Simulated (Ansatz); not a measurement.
Relaxation of Cl2H4OSi (8 atoms, charge 0, multiplicity 1), to a largest force component of 0.03 eV/Å in at most 50 steps.

All numbers below come from Ansatz, RKS BLYP-D4/6-31G*.

```xyz
8
Properties=species:S:1:pos:R:3
Si -0.057 0.238 -0.134
H 0.005 0.147 1.331
Cl 1.814 0.430 -1.006
H -0.825 1.450 -0.527
Cl -1.160 -1.374 -0.888
O 1.229 -1.955 1.227
H 0.713 -2.727 0.911
H 0.625 -1.528 1.890
```

Task: Where does it end, and by what steps?

Result: The run converged. The force dipped under the threshold on the way, but the program's further checks kept it going. After 21 steps the energy has fallen by 0.191 eV; H7 moved furthest, 1.23 Å.

```
step  energy less start (eV)  largest force component (eV/Å)  accepted
   0                  0.0000                           0.519       yes
   1                 -0.0726                           0.447       yes
   2                 -0.0854                           0.432       yes
   3                 -0.0956                           0.988       yes
   4                 -0.1196                           0.622       yes
   5                 -0.1367                           0.348       yes
   6                 -0.1518                           0.153       yes
   7                 -0.1643                           0.056       yes
   8                 -0.1186                           1.304        no
   9                 -0.1698                           0.040       yes
  10                 -0.1723                           0.293       yes
  11                 -0.1825                           0.096       yes
  12                 -0.1863                           0.100       yes
  13                 -0.1868                           0.130       yes
  14                 -0.1876                           0.206       yes
  15                 -0.1779                           0.581        no
  16                 -0.1904                           0.027       yes
  17                 -0.1891                           0.246        no
  18                 -0.1908                           0.061       yes
  19                 -0.1909                           0.076       yes
  20                 -0.1911                           0.071       yes
  21                 -0.1912                           0.006       yes
```

```xyz
8
Properties=species:S:1:pos:R:3
Si -0.169 0.361 -0.115
H 0.032 0.667 1.318
Cl 1.650 -0.078 -1.054
H -0.740 1.512 -0.865
Cl -1.531 -1.208 -0.368
O 1.016 -1.934 1.609
H 1.756 -2.075 0.981
H 0.334 -2.565 1.297
```

Whether the end is a true minimum wasn't checked by a vibrational analysis.

Time of the run: 63 s on 1 thread of Arm Neoverse V1, on a shared host, peak memory 0.12 GiB.
